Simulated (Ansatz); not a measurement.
Input file for B2Cl4H2O2 (`Cl[B-]1(Cl)[OH+][B-](Cl)(Cl)[OH+]1`):

```yaml
crystal:
  periodic: [false, false, false]
  atoms:
    - {symbol: Cl, position_ang: [0.903573, -2.517621, -0.170162]}
    - {symbol: B, position_ang: [-0.081272, -1.090426, 0.217269]}
    - {symbol: Cl, position_ang: [-1.579575, -1.384815, 1.175385]}
    - {symbol: O, position_ang: [0.757131, 0.062398, 0.806115]}
    - {symbol: B, position_ang: [0.347628, 0.990476, -0.355631]}
    - {symbol: Cl, position_ang: [-0.831063, 2.246672, 0.175616]}
    - {symbol: Cl, position_ang: [1.744444, 1.561964, -1.293295]}
    - {symbol: O, position_ang: [-0.356491, -0.210595, -1.019194]}
    - {symbol: H, position_ang: [0.470866, 0.361527, 1.678341]}
    - {symbol: H, position_ang: [-1.292243, -0.070680, -1.211546]}
basis:
  gaussian: {orbitals: def2-SVP}
correlation: {method: ccsd_t}
```

```sh
$ ansatz run in.yaml --threads 4 --pin off --events-out ev --progress --plain --max-ram 11315MiB
```

Output of Ansatz, abridged:

```
Functional definition: HF
1282 factors; integrals over basis functions are off by at most 1.4e-3 eV
mean field evaluation 1: about -55447.7358 eV, gradient 3.8e1 eV
mean field evaluation 2: about -55447.8826 eV, gradient 3.8e1 eV
mean field evaluation 4: about -55451.4658 eV, gradient 3.3e0 eV
mean field evaluation 8: about -55451.5140 eV, gradient 2.2e-1 eV
mean field -55451.51426103 eV, -2037.8055627065 hartree, gradient 2.2e-6 eV, S^2 0.000000; 0 other end points of the search recorded, 0 dependent functions left out
24 core orbitals not correlated: weight in the atoms' cores, before any rotation towards them, 1.000 or more for the frozen orbitals, at most 0.000 for the correlated occupied ones
reference -55451.51426103 eV, -2037.8055627065 hartree; 24, 24 occupied and 90, 90 virtual orbitals, 1282 factors
second order -29.60889026 eV of doubles, -0.00000000 eV of singles
cycle   1  -30.39789243 eV  change   -7.9e-1 eV  update   1.1e-1
cycle   2  -30.98058860 eV  change   -5.8e-1 eV  update   2.8e-2
cycle   3  -31.09954268 eV  change   -1.2e-1 eV  update   1.3e-2
cycle   4  -31.09347178 eV  change    6.1e-3 eV  update   2.2e-3
cycle   5  -31.09372620 eV  change   -2.5e-4 eV  update   7.8e-4
cycle   6  -31.09375587 eV  change   -3.0e-5 eV  update   2.2e-4
cycle   7  -31.09359928 eV  change    1.6e-4 eV  update   7.0e-5
cycle   8  -31.09358900 eV  change    1.0e-5 eV  update   2.1e-5
perturbative correction -0.78262040 eV, -0.0287607692 hartree
Total energy: -55483.39047043 eV, -2038.9769917953 hartree
```

Hardware: 4 threads of an Intel Xeon Platinum 8488C on a shared host. Wall time 12 s, peak host memory 0.93 GiB.

The correlation energy is -31.876 eV, 2.5 % of it from (T); the T1 diagnostic reads 0.0096.
